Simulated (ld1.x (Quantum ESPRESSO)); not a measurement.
## Ranking TM potentials for nickel (Ni)

All share these settings but for the change named:

ld1.x (Quantum ESPRESSO) 7.5 input, shortened:

```
&input
   title='Ni', zed=28., rel=1, dft='PBESOL', iswitch=3,
   config='[Ar] 3d8 4s2 4p0'
 /
 &inputp
   pseudotype=2, tm=.true., lloc=0,
   nlcc=.false.
 /
3
3P  2  1   6.00   0.00  1.15  1.15  0.0
3D  3  2   8.00   0.00  1.25  1.25  0.0
4S  1  0   2.00   0.00  1.55  1.55  0.0
 &test
   configts(1)='3p6 3d8 4s2 4p0'
 /
```

Cutoff: the first of the cutoffs (Ry, on a coarse ladder) from which the occupation-weighted sum of valence levels, in a spherical-Bessel basis at the reference potential, stays within 10 and 1 mRy of its value at 400 Ry; the density cutoff is not measured.

The base gives 160 Ry.

Of 8 variants that were run, those that failed, showed a ghost or another fault, or gave nearly equal values are left out.

A variant can come out equal or close to the base.

Problem. Rank these variants from softest to hardest (loose cutoff).
A. all radii scaled by about 0.94 (s 1.46, p 1.08, d 1.16 bohr)
B. all radii scaled by about 1.18 (s 1.84, p 1.36, d 1.48 bohr)
C. all radii scaled by about 1.12 (s 1.74, p 1.30, d 1.40 bohr)
D. all radii scaled by about 1.36 (s 2.10, p 1.56, d 1.70 bohr)

Solution. D (100 Ry), B (120 Ry), C (140 Ry), A (180 Ry).
